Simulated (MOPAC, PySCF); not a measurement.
Stepwise substitution at one centre (Sn H-OH). All species are isolated molecules in the gas phase. One relaxed conformer stands for each flexible species; it need not be the lowest. Strings in code marks are SMILES.

Quantity: redistribution energy (mixed species minus the weighted end members), in kcal/mol. Semi-empirical values (MOPAC) are differences of heats of formation.

Level 1: B3LYP/6-311+G** (LANL2DZ on Sn) // PBE-D3(BJ)/def2-TZVP (PySCF)
Level 2: PBE/6-31G* (LANL2DZ on Sn) // PBE-D3(BJ)/def2-TZVP (PySCF)
Level 3: frozen-core MP2/6-31G* (LANL2DZ on Sn) // PBE-D3(BJ)/def2-TZVP (PySCF)
Level 4: PM7 // PBE-D3(BJ)/def2-TZVP (MOPAC)

| species | level 2 | level 3 | level 4 |
|---|---|---|---|
| 1 of 4 H replaced by OH: `[OH][SnH3]` | 5.73 | 5.14 | -10.9 |
| 3 of 4 H replaced by OH: `[OH][SnH]([OH])[OH]` | 1.80 | 1.10 | -13.7 |
| 2 of 4 H replaced by OH: `[OH][SnH2][OH]` (H–O–Sn–O torsion -105°, O–Sn–O–H torsion 52°) | 5.64 | 5.27 | -15.1 |

Task: What does level 1 give for each?

Result: 
- 1 of 4 H replaced by OH: `[OH][SnH3]`: 2.87
- 3 of 4 H replaced by OH: `[OH][SnH]([OH])[OH]`: -0.20
- 2 of 4 H replaced by OH: `[OH][SnH2][OH]` (H–O–Sn–O torsion -105°, O–Sn–O–H torsion 52°): 2.19
